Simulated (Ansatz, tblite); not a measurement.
Removing and adding an electron: Cu(NH3)(SiH3) (CuSiNH6). Charge 0, multiplicity 1. Geometry: PBE0-D4/def2-TZVP. Ansatz, gas phase; energy differences of separate SCF runs; the oxidised species was run as a doublet alone; the reduced species was run as a doublet alone.

```csv
atom,x (Å),y (Å),z (Å)
Cu1,-0.014,0.104,0.170
N2,-0.152,1.152,1.876
H3,0.025,2.139,1.719
H4,0.520,0.827,2.565
H5,-1.076,1.068,2.288
Si6,0.142,-1.078,-1.757
H7,0.018,-2.564,-1.589
H8,1.438,-0.905,-2.492
H9,-0.902,-0.742,-2.781
```

The xTB rows come from tblite.

Q: Estimate orbital energies and vertical ionisation energies and electron affinities at: GFN1-xTB; GFN2-xTB; PBE-D4/def2-TZVP; PBE-D4/def2-TZVPD; r2SCAN-D4/def2-TZVP; r2SCAN-D4/def2-TZVPD; PBE0-D4/def2-TZVP; PBE0-D4/def2-TZVPD.

A: 
```json
{"level": "GFN1-xTB", "−HOMO (eV)": "10.67", "vertical IE (eV)": "13.16", "−LUMO (eV)": "6.50", "vertical EA (eV)": "–", "HOMO–LUMO gap (eV)": "4.17", "IE − EA (eV)": "–", "remarks": "–"}
{"level": "GFN2-xTB", "−HOMO (eV)": "8.54", "vertical IE (eV)": "11.36", "−LUMO (eV)": "3.50", "vertical EA (eV)": "0.39", "HOMO–LUMO gap (eV)": "5.05", "IE − EA (eV)": "10.97", "remarks": "–"}
{"level": "PBE-D4/def2-TZVP", "−HOMO (eV)": "4.98", "vertical IE (eV)": "8.02", "−LUMO (eV)": "1.40", "vertical EA (eV)": "–", "HOMO–LUMO gap (eV)": "3.58", "IE − EA (eV)": "–", "remarks": "–"}
{"level": "PBE-D4/def2-TZVPD", "−HOMO (eV)": "5.02", "vertical IE (eV)": "–", "−LUMO (eV)": "1.66", "vertical EA (eV)": "0.01", "HOMO–LUMO gap (eV)": "3.36", "IE − EA (eV)": "–", "remarks": "HOMO above zero (-1 doublet)"}
{"level": "r2SCAN-D4/def2-TZVP", "−HOMO (eV)": "5.05", "vertical IE (eV)": "7.95", "−LUMO (eV)": "0.80", "vertical EA (eV)": "–", "HOMO–LUMO gap (eV)": "4.25", "IE − EA (eV)": "–", "remarks": "–"}
{"level": "r2SCAN-D4/def2-TZVPD", "−HOMO (eV)": "5.07", "vertical IE (eV)": "–", "−LUMO (eV)": "1.05", "vertical EA (eV)": "-0.09", "HOMO–LUMO gap (eV)": "4.02", "IE − EA (eV)": "–", "remarks": "HOMO above zero (-1 doublet)"}
{"level": "PBE0-D4/def2-TZVP", "−HOMO (eV)": "5.90", "vertical IE (eV)": "7.94", "−LUMO (eV)": "0.65", "vertical EA (eV)": "–", "HOMO–LUMO gap (eV)": "5.25", "IE − EA (eV)": "–", "remarks": "–"}
{"level": "PBE0-D4/def2-TZVPD", "−HOMO (eV)": "5.92", "vertical IE (eV)": "–", "−LUMO (eV)": "0.98", "vertical EA (eV)": "-0.10", "HOMO–LUMO gap (eV)": "4.94", "IE − EA (eV)": "–", "remarks": "HOMO above zero (-1 doublet)"}
```

   A HOMO above zero means that the electron is unbound at that level or that self-interaction error raises the level; the energy of removing that electron tells which. Raw xTB energy differences between charge states are shifted by several eV; the methods need an empirical correction for them. A negative affinity means that the extra electron isn't bound; its size then hangs on the basis.
